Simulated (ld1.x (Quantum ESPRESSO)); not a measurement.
# What one change does to a pseudopotential (Se (Z = 34), PAW)

| Quantity | Value |
| --- | --- |
| Element | Se |
| Generator | ld1.x (Quantum ESPRESSO) 7.5 |
| Type | PAW |
| Functional | BLYP |
| Relativity | scalar-relativistic |
| Frozen core | [Ar] 3d10 |
| Valence charge | 6 |
| Reference configuration | 4s2 4p3 (charge +1) |
| Partial waves | 4s (bound): rcut 1.50, rcutus 1.70 bohr; 4s channel at -0.95 Ry: rcut 1.50, rcutus 1.70 bohr; 4p (bound): rcut 1.40, rcutus 1.60 bohr; 4p channel at 0.15 Ry: rcut 1.40, rcutus 1.60 bohr; 4d channel at 0.25 Ry: rcut 1.00, rcutus 1.35 bohr; 4d channel at 1.4 Ry: rcut 1.00, rcutus 1.35 bohr |
| Local potential | all-electron potential smoothed inside 1.20 bohr (lloc = -1) |
| Core correction | Bessel-smoothed model core inside 0.85 bohr |
| Augmentation charge | PSQ, inside the norm-conserving radii |

Change: local potential all-electron potential smoothed inside 1.34 bohr (lloc = -1).

Cutoffs: the cutoffs (Ry, on a coarse ladder) from which the occupation-weighted sum of valence levels, in a spherical-Bessel basis at the reference potential, stays within 10 and 1 mRy of its value at 400 Ry; they do not see the model core or the augmentation charge, which bear on the density cutoff. Errors are all-electron minus pseudo energies relative to the spin-unpolarised reference configuration.

Q: How do hardness, ghosts and transferability respond?

A: The potential gets neither clearly harder nor softer (10 Ry and 25 Ry → 10 Ry and 25 Ry); both files keep a bound ghost (d); the errors of the 7 common tests hardly move; the range in which the s phases agree widens (upper end 1.0 → 4.0).

| quantity | base | changed |
| --- | --- | --- |
| cutoff, loose | 10 Ry | 10 Ry |
| cutoff, tight | 25 Ry | 25 Ry |
| bound ghosts | d | d |
| error for 4s2 4p4, meV [ΔE -10.70 eV] | -0.9 | -1.0 |
| error for 4s2 4p2, meV [ΔE 20.24 eV] | -13 | -13 |
| error for 4s2 4p1, meV [ΔE 51.06 eV] | -67 | -70 |
| error for 4s2 4p4.3, meV [ΔE -12.26 eV] | -1.5 | -1.6 |
| error for 4s1 4p5, meV [ΔE 0.23 eV] | +0.4 | +0.4 |
| error for 4s2 4p3.5, meV [ΔE -6.47 eV] | +0.1 | +0.1 |
| error for 4s0 4p6, meV [ΔE 11.39 eV] | -7.5 | -7.5 |
| s: phases at 1.85 bohr within 0.05 rad from the reference energy up to (Ry; the scan ends near 5) | 1.0 | 4.0 |
| p: phases at 1.85 bohr within 0.05 rad from the reference energy up to (Ry; the scan ends near 5) | to the end of the scan | to the end of the scan |
| d: phases at 1.85 bohr within 0.05 rad from the reference energy up to (Ry; the scan ends near 5) | to the end of the scan | to the end of the scan |
| lowest overlap eigenvalue by channel | s 0.32, p 0.57, d 0.87 | s 0.35, p 0.59, d 0.87 |

 A true bound ghost makes a file unfit for plane-wave use even where its test errors are small: the radial tests pick states by their node count and pass the ghost by.
